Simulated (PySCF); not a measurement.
# Vertical excitation energies

Species: In(PH3)F3.
SMILES: `[F][In]([F])([F])<-[PH3]`

Computed, not measured: TDDFT B3LYP/def2-SVPD, vertical, gas phase, core orbitals frozen in the response, def2 core potentials past Kr in PySCF 2.14.0, density-fitted response routines. Isolated species at its PBE0-D3(BJ)/def2-SVP geometry, gas phase. Spin–orbit coupling is left out.

Task: What does the calculation give for the low-lying excited states?

Result: 

```
state  E (eV)  λ (nm)       f  main configurations (H = HOMO, L = LUMO)
   S1    6.23   198.9   0.227                                 H→L (92%)
   S2    6.26   198.1  0.0001                               H-3→L (98%)
   S3    6.30   196.8   0.011              H-4→L (77%), H-2/H-1→L (20%)
   S4    6.30   196.8   0.013             H-5→L (71%), H-2/H-1→L (≥25%)
   S5    6.33   195.7   0.033             H-2/H-1→L (≥71%), H-4→L (18%)
   S6    6.34   195.7   0.031             H-2/H-1→L (≥67%), H-5→L (23%)
   S7    7.42   167.2   0.045                               H-6→L (86%)
   S8    7.46   166.2   0.012              H→L+1/L+2 (≥86%), H-7→L (9%)
   S9    7.47   166.0   0.012              H→L+1/L+2 (≥85%), H-8→L (9%)
```

Triplets (Tamm–Dancoff): T1 5.60 eV, H→L (97%); T2 5.77 eV, H-2/H-1→L (≥96%); T3 5.77 eV, H-2/H-1→L (≥95%).

The lowest singlet lies at 6.23 eV (199 nm, vacuum ultraviolet) and is strong; its leading configuration is HOMO→LUMO (92%). The lowest level is also the most intense of those listed (f = 0.227). S3/S4, S5/S6 and S8/S9 lie within about 0.01 eV of each other in each set. Löwdin shares by element: HOMO fluorine 45%, phosphorus 36% (atoms not listed hold the other 19%); LUMO indium 43%, fluorine 40% (atoms not listed hold the other 18%). Orbital energies (eV): HOMO-3 -10.10, HOMO-2 -9.99, HOMO-1 -9.99, HOMO -9.62, LUMO -2.52, LUMO+1 -1.25, LUMO+2 -1.25. Of the 9 states listed, 8 reach f = 0.01 and 1 stays under 0.0005. Weighted by f, the mean energy of these states is 6.47 eV. No computed singlet lies in the visible range (380 to 750 nm); the lowest, at 199 nm, stands 2.97 eV above its violet end (3.26 eV). The vertical ionisation energy (ΔSCF) is 11.77 eV, 4.31 eV above S9. Orbitals of the list HOMO-3 to LUMO+2 that lie within 0.01 eV of each other are written together with a slash and their weights summed (≥ marks a lower bound); for degenerate orbitals outside that list single weights are arbitrary. Only the lowest 10 singlets were computed, as vertical energies without vibronic structure. The highest level found (7.69 eV, f 0.090 so far) is left out, since the window may have cut off a degenerate partner.
